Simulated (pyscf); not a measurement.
**`[NH2][Zr]([Cl])([Cl])[Cl]`, singlet**

Gas-phase minimum from PySCF at ωB97X-D3(BJ)/def2-SVP, one conformer. 

```xyz
7

N     -0.9446    -0.7837     0.9585
Zr    -0.0996     0.0876    -0.6143
Cl     1.3626     1.7049     0.2260
Cl    -1.8402     0.8976    -1.9469
Cl     1.1074    -1.5221    -1.8167
H     -0.5274    -0.8659     1.8853
H     -1.8521    -1.2489     0.9575
```
Charge 0, spin multiplicity 1.

Bond lengths (Å): N1–Zr2 1.987, N1–H6 1.020, N1–H7 1.020, Zr2–Cl3 2.337, Zr2–Cl4 2.337, Zr2–Cl5 2.344. Angles (°): Zr2–N1–H6 125.5, Zr2–N1–H7 125.3, H6–N1–H7 109.2, N1–Zr2–Cl3 106.6, N1–Zr2–Cl4 106.7, N1–Zr2–Cl5 108.9, Cl3–Zr2–Cl4 115.5, Cl3–Zr2–Cl5 109.7, Cl4–Zr2–Cl5 109.2.

Properties at ωB97X-D3(BJ)/def2-SVP:

```yaml
harmonic_wavenumbers_unscaled: 33, 91, 108, 126, 145, 152, 387, 410, 425, 481, 521, 696, 1498, 3566, 3658 cm⁻¹
zero_point_energy: 17.6 kcal/mol
rotational_symmetry_number: 1
Entropy of this conformer at 298 K and 1 atm, rigid rotor and harmonic oscillator, modes under 100 cm⁻¹ raised to 100: 396.0 J/(mol K)
dipole_moment: 3.11 D
```

Single-point totals, which compare only within one level:

| level | total energy (hartree) |
|---|---|
| ωB97X-D3(BJ)/def2-TZVP | -1484.04033 |
| PBE/def2-TZVP | -1483.35332 |
| r²SCAN/def2-TZVP | -1483.87805 |
| B3LYP-D3(BJ)/def2-TZVP | -1484.04693 |
| PBE0-D3(BJ)/def2-TZVP | -1483.44562 |
| M06-2X/def2-TZVP | -1483.80329 |
| ωB97M-D3(BJ)/def2-TZVP | -1484.09060 |

The lowest mode is so soft that the shape along it may change with the basis. Soft torsions are taken as harmonic, which can shift the entropy by several J/(mol K). Elements past Kr carry the def2 core potentials, without spin-orbit coupling.
